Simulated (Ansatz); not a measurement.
A nudged elastic band was laid between two geometries of ClFGeH2 + H2S (8 atoms, charge 0, multiplicity 1).

Computed with Ansatz, RKS PBE-D4/def2-SVP.

```json
{"movable images": "5", "climbing image": "yes", "spring": "5.0 eV/Å²", "optimiser": "quadratic models (default)", "start path": "through a guess of the saddle point", "force threshold": "0.05 eV/Å", "iteration limit": "60", "end points": "relaxed"}
```

First end point:

```xyz
8
Properties=species:S:1:pos:R:3
Ge 0.295 0.080 -0.037
Cl 0.442 -0.044 2.124
H 1.711 -0.137 -0.616
H -0.466 1.355 -0.446
F -0.648 -1.316 -0.556
S -3.279 0.110 0.996
H -2.689 -0.913 0.318
H -2.479 -0.115 2.075
```

Last end point:

```xyz
8
Properties=species:S:1:pos:R:3
Ge -0.483 -0.017 -0.432
Cl -0.196 0.592 3.064
H 0.522 -1.014 0.181
H -0.144 1.485 -0.373
F -0.620 -0.451 -2.131
S -2.520 -0.254 0.509
H -2.380 -1.602 0.652
H -1.291 0.281 2.390
```

Q: Which bonds break or form, and what moves?

A: Bonds broken: Ge1–Cl2, S6–H8. Bonds formed: Ge1–S6, Cl2–H8. ClFGeH2 + H2S becomes ClH + FGeH3S.

Q: Give the energies along the band, and the barrier.

A: The forces met the threshold. The highest image is number 3 of 0 to 6, 0.91 eV above the first end and 0.71 eV above the last; the last end lies 0.20 eV above the first. A vibrational analysis at the climbing image gives one clearly imaginary mode, 210i cm⁻¹: a first-order saddle point. The orbitals stay closed-shell, which can raise the energy where a bond breaks towards radicals; this wasn't checked here.

```
image  path coordinate (Å)  energy (eV)  Ge1–Cl2 (Å)  S6–H8 (Å)  Ge1–S6 (Å)
    0                 0.00         0.00         2.17       1.36        3.72
    1                 1.08         0.08         2.18       1.36        3.94
    2                 2.16         0.56         2.24       1.37        3.29
    3                 3.24         0.91         2.51       1.45        2.53
    4                 3.71         0.66         2.78       1.75        2.37
    5                 4.18         0.29         3.15       2.05        2.29
    6                 4.66         0.20         3.56       2.31        2.26
```

Q: What is the geometry of the highest image?

A: 
```xyz
8
Properties=species:S:1:pos:R:3
Ge -0.230 0.081 -0.113
Cl -0.053 0.602 2.332
H 0.850 -0.996 0.116
H -0.024 1.568 -0.460
F -0.871 -0.542 -1.663
S -2.582 -0.253 0.744
H -2.363 -1.580 0.973
H -1.839 0.142 1.930
```

Q: What are the harmonic wavenumbers there?

A: 210i, 75, 169, 203, 217, 295, 377, 562, 582, 659, 685, 765, 862, 1075, 1742, 2088, 2141, 2619 cm⁻¹.

Time of the run: 2.6 min on 2 threads of AMD EPYC 7R43 64-Core Processor (Zen 3) (shared host), peak memory 0.17 GiB.
